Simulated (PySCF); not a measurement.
Species: C3H6NPSn.
SMILES with atom numbers: `[SnH3:1][n:2]1[cH:3][cH:4][p:5][cH:6]1` (hydrogens: H7, H8, H9 on Sn1; H10 on C3; H11 on C4; H12 on C6)

Computed by this run: PySCF, PBE0-D3(BJ)/def2-SVP geometry optimisation, gas phase, def2 core potentials past Kr; density fitting, grid level 1; the optimiser is geomeTRIC in internal coordinates, started from a GFN2-xTB structure with every atom displaced at random (about 0.01 Å).

Step 0: E = -19802.7991 eV
```
atom  x, y, z in Å  |  force x, y, z in eV/Å
Sn1     2.4442    0.6412    0.2569   -0.351   0.806  -0.208
N2      0.3987    0.3229    0.2523    0.110   0.182  -0.009
C3     -0.5604    1.2967    0.1375    3.376   1.426   0.210
C4     -1.7801    0.8351    0.0871   -4.407  -0.769  -0.237
P5     -1.8628   -0.9299    0.1640   -0.334  -0.160   0.020
C6     -0.1583   -0.9038    0.2767    0.325  -0.857   0.038
H7      3.0595   -0.4791    1.2750    0.404  -0.797   0.727
H8      2.9809    0.4610   -1.3092    0.200  -0.087  -0.614
H9      2.6076    2.2342    0.7970    0.037   0.217   0.092
H10    -0.2269    2.3273    0.1263    0.007   0.372  -0.034
H11    -2.6928    1.4555    0.0196    0.514  -0.128   0.000
H12     0.4962   -1.7671    0.3688    0.119  -0.204   0.014
```

Step 1: E = -19802.9783 eV
```
atom  x, y, z in Å  |  force x, y, z in eV/Å
Sn1     2.4632    0.6695    0.2514    0.062  -0.165   0.056
N2      0.3836    0.3057    0.2473    0.431   0.131   0.006
C3     -0.5486    1.2999    0.1387   -0.733  -0.297  -0.017
C4     -1.8513    0.8243    0.0905    0.896   0.270   0.007
P5     -1.8934   -0.9347    0.1842   -0.087  -0.172   0.002
C6     -0.1680   -0.9378    0.2808   -0.070   0.035  -0.003
H7      3.1203   -0.5362    1.3300   -0.209   0.376  -0.348
H8      3.0224    0.4864   -1.3833   -0.132   0.031   0.390
H9      2.6283    2.2897    0.8297   -0.038  -0.298  -0.100
H10    -0.2339    2.3425    0.1092    0.077   0.069  -0.005
H11    -2.7035    1.4909    0.0023   -0.203   0.047   0.007
H12     0.4868   -1.8062    0.3713    0.006  -0.028   0.005
```

Step 2: E = -19803.0094 eV
```
atom  x, y, z in Å  |  force x, y, z in eV/Å
Sn1     2.4506    0.6658    0.2517    0.017  -0.024   0.014
N2      0.3958    0.3128    0.2458    0.040  -0.049   0.007
C3     -0.5411    1.3032    0.1366   -0.349  -0.097   0.000
C4     -1.8317    0.8232    0.0900    0.169   0.276  -0.021
P5     -1.8839   -0.9396    0.1824    0.044  -0.018   0.009
C6     -0.1587   -0.9310    0.2799   -0.001  -0.057   0.002
H7      3.0835   -0.5112    1.3012    0.031  -0.053   0.046
H8      2.9990    0.4812   -1.3465    0.034  -0.013  -0.096
H9      2.6155    2.2565    0.8213    0.006   0.101   0.037
H10    -0.2242    2.3478    0.1071    0.018  -0.009  -0.002
H11    -2.6963    1.4843    0.0102   -0.017  -0.047   0.004
H12     0.4973   -1.7993    0.3724    0.009  -0.008  -0.001
```

Step 3: E = -19803.0107 eV
```
atom  x, y, z in Å  |  force x, y, z in eV/Å
Sn1     2.4552    0.6656    0.2520   -0.014   0.041  -0.007
N2      0.3961    0.3107    0.2462   -0.038  -0.008  -0.001
C3     -0.5478    1.2973    0.1373   -0.057   0.143  -0.012
C4     -1.8393    0.8316    0.0880    0.199  -0.024   0.016
P5     -1.8821   -0.9339    0.1840   -0.045  -0.105  -0.002
C6     -0.1565   -0.9341    0.2803   -0.085   0.005  -0.001
H7      3.0904   -0.5130    1.3025    0.012  -0.028   0.023
H8      3.0055    0.4807   -1.3514    0.006  -0.003  -0.019
H9      2.6182    2.2628    0.8247    0.000   0.006   0.002
H10    -0.2258    2.3404    0.1075    0.016   0.009  -0.003
H11    -2.7062    1.4897    0.0087    0.016  -0.038   0.004
H12     0.4982   -1.8038    0.3724   -0.010   0.001  -0.001
```

Q: Estimate the geometry and energy of step 4. (The exact step hangs on the optimiser's Hessian estimate; all steps are aligned on step 3, rigid shifts and turns removed.)

A: E = -19803.0120 eV, largest force 0.089 eV/Å
```
atom  x, y, z in Å  |  force x, y, z in eV/Å
Sn1     2.4550    0.6666    0.2520   -0.017   0.018  -0.009
N2      0.3928    0.3102    0.2464    0.089  -0.007   0.004
C3     -0.5464    1.3031    0.1371    0.010  -0.058   0.000
C4     -1.8323    0.8291    0.0884   -0.047   0.024   0.001
P5     -1.8860   -0.9376    0.1839    0.002   0.009  -0.005
C6     -0.1617   -0.9350    0.2805    0.004   0.048   0.000
H7      3.0921   -0.5157    1.3049   -0.009   0.021  -0.019
H8      3.0067    0.4813   -1.3563   -0.015   0.007   0.049
H9      2.6172    2.2682    0.8268   -0.007  -0.057  -0.021
H10    -0.2228    2.3460    0.1064    0.003  -0.011   0.000
H11    -2.7016    1.4826    0.0095   -0.018  -0.002  -0.001
H12     0.4927   -1.8049    0.3725    0.004   0.008   0.000
```

The energy changes by -0.0012 eV. The first-order estimate −F·Δx gives -0.0042 eV and the mean of the old and new forces, exact on a quadratic surface, -0.0011 eV. The step makes an angle of 45° with the force vector and moves no atom by more than 0.009 Å.

What follows is the cost of the whole optimisation. Time: 58 s of wall time; peak memory 0.56 GiB. Hardware: Arm Neoverse V1, one thread, no GPU, shared host with 32 logical CPUs at a one-minute load of 10.
